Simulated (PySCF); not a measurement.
**Electric field gradients and quadrupole coupling constants**

C6H11NOSi.
Numbering: `[CH3:1][O:2][C@@H:3]1[C@@H:4]([SiH3:5])[C@@H:6]1[CH2:7][C:8]#[N:9]` (hydrogens: H10, H11, H12 on C1; H13 on C3; H14 on C4; H15, H16, H17 on Si5; H18 on C6; H19, H20 on C7)

Structure used (GFN2-xTB), in Å, numbered top down from 1:
```xyz
20
C6H11NOSi angstrom
C      2.503   -0.744    0.185
O      1.464   -0.063    0.856
C      0.547    0.534   -0.004
C     -0.769    0.946    0.583
Si    -1.555    2.592    0.115
C     -0.705   -0.205   -0.393
C     -0.918   -1.614    0.127
C     -0.373   -2.575   -0.798
N      0.076   -3.315   -1.546
H      2.120   -1.562   -0.434
H      3.072   -0.056   -0.451
H      3.154   -1.145    0.958
H      1.008    1.175   -0.755
H     -0.885    0.640    1.616
H     -2.989    2.508    0.400
H     -1.348    2.824   -1.316
H     -0.929    3.658    0.895
H     -1.087   -0.038   -1.393
H     -1.984   -1.821    0.266
H     -0.405   -1.728    1.087
```

Field gradients from the PBE0/pcSseg-1 density (PySCF, non-relativistic), principal values in atomic units, ordered |Vxx| ≤ |Vyy| ≤ |Vzz|:

```
atom      Vxx      Vyy      Vzz
  O2  -0.0241  -1.9736   1.9977
  N9   0.4691   0.4912  -0.9603
```

Problem. Find the asymmetry η = (Vxx − Vyy)/Vzz and the couplings χ = eQV/h (234.96 MHz × Q in barn × V in au), with Q(17O) = −0.0256 b, Q(14N) = 0.02044 b.

Solution. 
```csv
atom,environment,nucleus,η,χzz (MHz),χxx (MHz),χyy (MHz)
O2,ether oxygen,17O,0.98,-12.02,0.14,11.87
N9,nitrile nitrogen,14N,0.02,-4.612,2.253,2.359
```

The gradient is axial or nearly so (η below 0.05) at N9. At O2 η is above 0.9: Vyy and Vzz are nearly equal in size and opposite in sign, so a small change could swap them and flip the sign of χzz. The tensor is traceless: Vxx + Vyy + Vzz = 0.

Problem. What is Vzz at O2 in SI units (1 au = 9.71736 × 10²¹ V/m²)?

Solution. 1.9977 au = 19.413 × 10²¹ V/m².

Problem. What couplings would deuterons (Q(2H) = 0.00286 b) have in place of the hydrogens, at this geometry?

Solution. 
```tsv
atom	bonded to	bond length (Å)	Vzz (au)	η	χzz (kHz)
H10	C1	1.095	0.2854	0.09	192
H11	C1	1.096	0.2916	0.09	196
H12	C1	1.088	0.3068	0.07	206
H13	C3	1.090	0.3020	0.13	203
H14	C4	1.084	0.3236	0.07	217
H15	Si5	1.464	0.1622	0.01	109
H16	Si5	1.464	0.1613	0.02	108
H17	Si5	1.462	0.1637	0.01	110
H18	C6	1.084	0.3162	0.10	212
H19	C7	1.095	0.2955	0.03	199
H20	C7	1.095	0.2899	0.05	195
```

One conformer (not necessarily the lowest) at the GFN2-xTB geometry, without solvent, vibrations or thermal averaging. GFN2-xTB bond lengths can be off by several hundredths of an ångström, more for odd bonds, and the gradients follow them. A larger basis could move these couplings by a tenth or more.

These values come from a run that also computed NMR shieldings. The run took 74 s wall on an Arm Neoverse N1 with one thread (shared host), and the process peaked at 1.0 GiB of memory.
